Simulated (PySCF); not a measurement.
# How the method changes the shape and vibrations of BClH3OSi cation

All numbers below are calculated, not measured. The program is PySCF 2.14.0, an open-source quantum chemistry code, run on an isolated molecule that a program drew, which may never have been made. The molecule is BClH3OSi cation (charge +1, singlet), drawn as the SMILES string `[SiH3]O[B+]Cl`.

The geometry was optimised and harmonic frequencies were computed with HF and MP2, all in the cc-pV(D+d)Z basis, for the commonest isotopes, with a restricted reference for singlets and an unrestricted one otherwise, and a frozen core in MP2. Each result is a local minimum of its method.

Geometry at the HF minimum:
```xyz
7
BClH3OSi cation, angstrom
Si   -0.2497    0.9823    1.6826
O    -0.4648    0.6843   -0.0857
B    -0.6104    0.4827   -1.2817
Cl   -0.8059    0.2120   -2.8888
H    -1.6203    1.2294    2.1220
H     0.3438   -0.2724    2.1363
H     0.6373    2.1423    1.6936
```

Lengths of the bonds as drawn, in Å (atoms numbered as above):
| bond | HF | MP2 |
|---|---|---|
| Si1-O2 | 1.806 | 1.829 |
| O2-B3 | 1.222 | 1.243 |
| B3-Cl4 | 1.641 | 1.646 |
| Si1-H5 | 1.460 | 1.464 |
| Si1-H6 | 1.460 | 1.464 |
| Si1-H7 | 1.460 | 1.464 |

Rotational constants, in GHz:
| constant | HF | MP2 |
|---|---|---|
| A | 82.03 | 81.25 |
| B | 1.343 | 1.315 |
| C | 1.343 | 1.315 |

Harmonic frequencies in cm^-1, each column in rising order, so a row needn't be the same motion in every method:
| rank | HF | MP2 |
|---|---|---|
| 1 | 78 | 68 |
| 2 | 78 | 69 |
| 3 | 390 | 375 |
| 4 | 441 | 401 |
| 5 | 441 | 401 |
| 6 | 730 | 687 |
| 7 | 730 | 687 |
| 8 | 866 | 849 |
| 9 | 1009 | 957 |
| 10 | 1020 | 968 |
| 11 | 1021 | 968 |
| 12 | 2005 | ? |
| 13 | 2416 | 2364 |
| 14 | 2447 | 2407 |
| 15 | 2447 | 2407 |

**Estimate the missing MP2 frequency from the HF column.**

A single factor s that minimises the squared misfit of MP2 against s times HF over the other rows is sum(HF x MP2) / sum(HF^2) = 0.9742, with an rms misfit of 21 cm^-1. For rank 12 it gives 0.9742 x 2005 = 1953 cm^-1. The calculation gives 1930 cm^-1, 23 cm^-1 below the estimate. The drawn bonds are on average 0.7 % longer in MP2 than in HF.
